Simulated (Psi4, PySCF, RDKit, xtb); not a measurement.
Torsional profile of C4H2F4SSi, SMILES Fc1ccc([Si](F)(F)F)s1, singlet. Scanned: dihedral S10–C5–Si6–F7; all other coordinates were relaxed at B3LYP-D3(BJ)/def2-SVP. Heavy atoms are numbered in the order of the SMILES Fc1ccc([Si](F)(F)F)s1, hydrogens after them in the order of the atoms that carry them; the mirror image has the same energies with the sign of each dihedral reversed.

MMFF94 // B3LYP-D3(BJ)/def2-SVP (RDKit); RKS-B3LYP/6-311+G** = PySCF with restricted B3LYP/6-311+G**, spherical d, density fitting // B3LYP-D3(BJ)/def2-SVP; GFN1-xTB // B3LYP-D3(BJ)/def2-SVP (xtb); MP2/cc-pVTZ = DF-MP2 (frozen core)/cc-pVTZ // B3LYP-D3(BJ)/def2-SVP in Psi4 1.11.

Energies relative to the lowest point of each profile, in kcal/mol; the last columns give the difference from MP2:

```
φ / °  MMFF94  RKS-B3LYP/6-311+G**  GFN1-xTB  MP2/cc-pVTZ  MMFF94 − MP2/cc-pVTZ  RKS-B3LYP/6-311+G** − MP2/cc-pVTZ  GFN1-xTB − MP2/cc-pVTZ
-----  ------  -------------------  --------  -----------  --------------------  ---------------------------------  ----------------------
0        0.05                 0.57      0.09         0.27                 -0.22                               0.30                   -0.18
10       0.00                 0.55      0.08         0.29                 -0.29                               0.26                   -0.21
20       0.33                 0.39      0.08         0.21                  0.12                               0.18                   -0.13
30       0.95                 0.28      0.11         0.20                  0.75                               0.08                   -0.09
40       0.88                 0.13      0.03         0.08                  0.80                               0.04                   -0.05
50       1.21                 0.02      0.01         0.01                  1.20                               0.01                    0.00
60       1.27                 0.00      0.00         0.00                  1.27                               0.00                    0.00
70       1.52                 0.06      0.09         0.08                  1.44                              -0.02                    0.01
80       1.46                 0.16      0.10         0.12                  1.34                               0.04                   -0.02
90       0.73                 0.25      0.05         0.14                  0.59                               0.10                   -0.09
100      0.31                 0.41      0.08         0.21                  0.10                               0.20                   -0.13
110      0.16                 0.53      0.11         0.28                 -0.12                               0.25                   -0.17
```

MMFF94 is furthest from MP2/cc-pVTZ at 70 (1.44 kcal/mol, above); its mean absolute difference over the points is 0.69 kcal/mol.

RKS-B3LYP/6-311+G** is furthest from MP2/cc-pVTZ at 0 (0.30 kcal/mol, above); its mean absolute difference over the points is 0.12 kcal/mol.

GFN1-xTB is furthest from MP2/cc-pVTZ at 10 (-0.21 kcal/mol, below); its mean absolute difference over the points is 0.09 kcal/mol.

MMFF94 has few fitted parameters for silicon.
